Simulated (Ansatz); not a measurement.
`CSC[SiH2]O` + H₂ → `O[SiH3]` + `CSC`  (hydrogenolysis of the Si–C bond)

Program: Ansatz. Geometries: PBE0-D4/def2-TZVP. ΔE: electronic, gas phase. CBS: MP2 limit from def2 TZ/QZ plus the TZ coupled-cluster correction, frozen cores. This one scheme is used for every species. DFT in def2-TZVPP. HSE06 is defined as in plane-wave codes. Each species was taken in one conformer, which may not be the lowest.

CCSD(T)/CBS gives -12.0 kJ/mol.

(1) Another level gave -20.8 kJ/mol. Which?
A. HSE06/def2-TZVPP
B. r2SCANh-D4/def2-TZVPP
C. BLYP/def2-TZVPP
D. r2SCAN0/def2-TZVPP

Largest T1 diagnostic among the species: 0.011.

Results:

(1) A. HSE06 -20.8, r2SCANh-D4 -11.0, BLYP -30.5, r2SCAN0 -16.6 kJ/mol.

At CCSD(T), def2-SVP lies −11.8 kJ/mol from the extrapolated value and def2-TZVPP −3.5 kJ/mol. From BLYP to BHLYP (50 % exact exchange), in def2-TZVPP and without D4, ΔE moves by −3.8 kJ/mol.
